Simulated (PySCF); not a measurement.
chlorosilylformaldehyde (CH₃ClOSi), SMILES O=C[SiH2]Cl. Atoms are numbered in the order given.

```xyz
7

O     -0.1774     2.5862     0.0000
C     -0.5927     1.4511     0.0000
Si     0.6800    -0.0030     0.0000
Cl    -0.3459    -1.8113     0.0000
H     -1.6984     1.2362     0.0000
H      1.5175     0.1006    -1.2221
H      1.5175     0.1006     1.2221
```
Charge 0, spin multiplicity 1.

Geometry: B3LYP-D3(BJ)/def2-SVP. The values are those of a single conformer.

Two levels are set side by side: PBE/pcSseg-1 (PySCF) and KT2/pcSseg-1 (PySCF). GIAO shifts against H2O (¹⁷O), HCl (³⁵Cl), TMS (²⁹Si), TMS (¹H), TMS (¹³C) at the same level; non-relativistic, no solvent, atoms listed together averaged. Without spin–orbit terms, shifts of atoms bonded to Cl or Br come out too high at both levels. Differences are taken from unrounded values.

| quantity | KT2 |
|---|---|
| δ(¹⁷O) of O1 (ppm) | 852.1 |
| δ(¹³C) of C2 (ppm) | 226.1 |
| δ(²⁹Si) of Si3 (ppm) | -46.1 |
| δ(³⁵Cl) of Cl4 (ppm) | -52.2 |
| δ(¹H) of H5 (ppm) | 11.74 |
| δ(¹H) of H6, H7 (ppm) | 5.10 |

Problem. What does PBE give, and how far is it from KT2? (An estimate is asked for; the answer gives what the named calculation found.)

Solution. 
```
quantity                 PBE  PBE minus KT2
---------------------  -----  -------------
δ(¹⁷O) of O1 (ppm)     933.2           81.1
δ(¹³C) of C2 (ppm)     245.5           19.4
δ(²⁹Si) of Si3 (ppm)   -48.7           -2.6
δ(³⁵Cl) of Cl4 (ppm)   -52.9           -0.7
δ(¹H) of H5 (ppm)      12.36           0.62
δ(¹H) of H6, H7 (ppm)   5.12           0.03
```

Rough cost on one machine, each run with all the roots and properties that it gave: KT2 against PBE within a factor of 2.
